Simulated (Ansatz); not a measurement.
CH3BiBr2O, singlet, geometry from GFN2-xTB (such geometries of metal compounds can be far from the true shape) (core potentials on Bi); Ansatz (a first-principles code) with PBE/def2-SVPD.

Here is a job for Ansatz.
Ansatz 0.2 input:
```yaml
crystal:
  periodic: [false, false, false]
  atoms:
    - {symbol: Bi, position_ang: [-0.16048926, 0.14703730, 0.78108854]}
    - {symbol: Br, position_ang: [-1.25223477, -1.48685632, -0.88324563]}
    - {symbol: Br, position_ang: [0.65794866, 1.71215787, -1.09296637]}
    - {symbol: O, position_ang: [1.62001163, -0.90764031, 0.91056860]}
    - {symbol: C, position_ang: [2.28723175, -1.38081013, -0.22982480]}
    - {symbol: H, position_ang: [2.58284017, -0.56129675, -0.89388808]}
    - {symbol: H, position_ang: [3.18374241, -1.89325732, 0.11908673]}
    - {symbol: H, position_ang: [1.67055665, -2.08911229, -0.79372766]}
basis:
  gaussian:
    orbitals: def2-SVPD
hamiltonian:
  xc: pbe
```

**Question.** Predict the main parts of the log of this Ansatz run.

**Answer.** 
```
Functional definition: PBE
1752 factors; their error is unknown
mean field evaluation 1: about -149015.8457 eV, gradient 6.5e1 eV
mean field evaluation 2: about -148814.1200 eV, gradient 2.2e2 eV
mean field evaluation 4: about -149024.1432 eV, gradient 2.6e1 eV
mean field evaluation 8: about -149025.9687 eV, gradient 3.1e-1 eV
mean field evaluation 16: about -149025.9084 eV, gradient 2.7e-4 eV
mean field -149025.90835324 eV, -5476.6011185927 hartree, gradient 4.2e-5 eV, S^2 0.000000; 0 other end points of the search recorded, 0 dependent functions left out
reference -149025.90840605 eV, -5476.6011205336 hartree; 55, 55 occupied and 126, 126 virtual orbitals, 1752 factors
Total energy: -149025.90840605 eV, -5476.6011205336 hartree
```
